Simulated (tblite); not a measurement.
A structure optimised at GFN2-xTB (Å):
```
atom  x, y, z in Å
C1     3.557    0.137   -1.014
C2     2.401    0.080   -0.693
C3     1.064    0.003   -0.281
C4    -0.104    0.179   -1.004
N5    -1.157    0.018   -0.206
C6    -2.552    0.092   -0.527
N7    -0.753   -0.265    1.037
C8     0.570   -0.277    1.011
H9     4.565    0.188   -1.298
H10   -2.857   -0.766   -1.132
H11   -3.107    0.085    0.409
H12   -2.766    1.008   -1.078
H13    1.136   -0.481    1.898
```

Doublet state.

Which heavy atoms are bonded, and with what formal order?

C1–C2 1.20 Å (triple); C2–C3 1.40 Å (single); C3–C4 1.38 Å (aromatic); C4–N5 1.33 Å (aromatic); N5–C6 1.43 Å (single); N5–N7 1.34 Å (aromatic); N7–C8 1.32 Å (aromatic); C3–C8 1.41 Å (aromatic). Bonds to hydrogen (Å): C1–H9 1.05; C6–H10 1.09; C6–H11 1.09; C6–H12 1.09; C8–H13 1.07. The orders are those of one drawing; other resonance forms can be drawn.

Which species is it?

`C#Cc1[c]n(C)nc1`, C6H5N2.

Which rings does it hold (smallest set)?

C3–C4–N5–N7–C8 (5 members, 0.00 Å rms from planarity).

Describe the place of each heavy atom.

C1: carbon bonded to C and H; C2: carbon bonded to 2 C; C3: carbon bonded to 3 C; C4: carbon bonded to C and N; N5: nitrogen bonded to 2 C and N; C6: carbon bonded to N and 3 H; N7: nitrogen bonded to C and N; C8: carbon bonded to C, N and H.

What is the arrangement about N5?

It has 3 neighbours (C4, C6, N7) and is planar (angles 129.0°, 120.9° and 110.1°, sum 360.0°, 0.01 Å off the plane of its three neighbours).

What is the arrangement about C6?

It has 4 neighbours (N5, H10, H11, H12) and is tetrahedral (angles from 107.7° to 110.8°).

The numbers are calculated, not measured.
